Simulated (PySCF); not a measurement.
silylphosphine (H5PSi), singlet, at a GFN2-xTB geometry; CAMB3LYP/6-31G, TDA in PySCF.

PySCF was given this input:
```python
from pyscf import gto, scf, dft, tdscf

mol = gto.Mole()
mol.atom = '''
    Si   -1.05826764    0.09678777    0.22000604
    P     1.09945977   -0.07715081   -0.33815421
    H    -1.78664864   -0.87305321   -0.59632582
    H    -1.46920302    1.46352861   -0.09729460
    H    -1.30963320   -0.17191890    1.63805364
    H     1.31318546   -1.27594592    0.31720495
    H     1.57614985    0.65962276    0.73059051
'''
mol.basis = '6-31g'
mol.verbose = 3
mol.build()

mf = dft.RKS(mol)
mf.xc = 'camb3lyp'
mf.kernel()
td = mf.TDA()
td.nstates = 15
td.kernel()
td.analyze()
```

Q: What does PySCF print? Leave out banner, timings and long lists.

A: 
```
converged SCF energy = -633.727948200383
Excitation energies (eV)
[ 6.99221377  7.51322474  8.15697564  8.50227863  8.74737685  9.29010962
  9.30331699  9.81476481  9.99282022 10.10051194 10.32572681 10.33341893
 10.78902878 10.81155473 10.95519334]

** Singlet excitation energies and oscillator strengths **
Excited State   1:      6.99221 eV    177.32 nm  f=0.2583
Excited State   2:      7.51322 eV    165.02 nm  f=0.0685
Excited State   3:      8.15698 eV    152.00 nm  f=0.0749
Excited State   4:      8.50228 eV    145.82 nm  f=0.0136
Excited State   5:      8.74738 eV    141.74 nm  f=0.0538
Excited State   6:      9.29011 eV    133.46 nm  f=0.0090
Excited State   7:      9.30332 eV    133.27 nm  f=0.5761
Excited State   8:      9.81476 eV    126.32 nm  f=0.1365
Excited State   9:      9.99282 eV    124.07 nm  f=0.0723
Excited State  10:     10.10051 eV    122.75 nm  f=0.0103
Excited State  11:     10.32573 eV    120.07 nm  f=0.0530
Excited State  12:     10.33342 eV    119.98 nm  f=0.0074
Excited State  13:     10.78903 eV    114.92 nm  f=0.4214
Excited State  14:     10.81155 eV    114.68 nm  f=0.0012
Excited State  15:     10.95519 eV    113.17 nm  f=0.0136
```
